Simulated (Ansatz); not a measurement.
System: sum formula HSiO, net charge 1, singlet state. It need not be the lowest isomer of its formula. 
Coordinates optimised at B3LYP-D3(BJ)/def2-TZVP (Ansatz, a quantum-chemistry and plane-wave program):
```xyz
3

O      0.0000     0.0000    -0.8973
Si     0.0000     0.0000     0.6459
H      0.0000     0.0000    -1.8643
```
Charge +1, spin multiplicity 1.

Quantity: vertical ionisation energy (to the doublet state of charge +2; each state is the SCF solution reached for its spin), in eV. Cores are frozen in the correlated levels unless marked. UHF or UKS for open shells. No spin-orbit coupling. No relativistic terms. CBS(X,Y): correlation extrapolated as X^-3; Hartree-Fock from the larger set.

```json
[
 {"level": "PBE/def2-TZVPD", "program": "Ansatz", "vertical ionisation energy (eV)": "19.61"},
 {"level": "PBE0/def2-TZVPD", "program": "Ansatz", "vertical ionisation energy (eV)": "19.65"},
 {"level": "CAM-B3LYP/def2-TZVPD", "program": "Ansatz", "vertical ionisation energy (eV)": "19.83"},
 {"level": "wB97M-V/def2-TZVPD", "program": "Ansatz", "vertical ionisation energy (eV)": "19.81"}
]
```

Problem. What does CCSD(T)/CBS(def2-TZVPPD,def2-QZVPPD) (Ansatz) give?

Solution. 19.72 eV, so wB97M-V/def2-TZVPD differs from it by 0.09 eV.
